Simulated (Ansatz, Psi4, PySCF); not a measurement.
beryllium atom (Be), singlet. Base run: REVPBE/def2-SVPD (PySCF).

Input for PySCF:
```python
from pyscf import gto, scf, dft

mol = gto.Mole()
mol.atom = '''
    Be    0.00000000    0.00000000    0.00000000
'''
mol.basis = 'def2-svpd'
mol.verbose = 4
mol.build()

mf = dft.RKS(mol)
mf.xc = 'revpbe'
mf.kernel()
```

The same geometry, method and basis name were run in Ansatz (a quantum-chemistry and plane-wave program) and Psi4 and PySCF, at each program's defaults and at the settings that a row names. The base is PySCF at its defaults. Differences at the defaults can come from grids, fitting, cores and function types together.

```csv
code and settings,ΔE vs base (µEh),basis functions,E (Eh),SCF cycles
"PySCF, defaults (exact integrals, its default grid, spherical functions)",0.0,12,-14.64615,4
"Psi4, defaults (density fitting with its default set, its default grid, spherical functions)",-8.0,12,-14.64616,5
"Ansatz, defaults (factorised integrals, its default grid, spherical functions)",-0.1,12,-14.64615,-
"PySCF, density fitting with def2-universal-jkfit",-8.0,12,-14.64616,4
"PySCF, fine grid",0.0,12,-14.64615,4
"Psi4, exact integrals, spherical functions, fine grid",0.0,12,-14.64615,5
"Ansatz, high accuracy",0.0,12,-14.64615,-
```
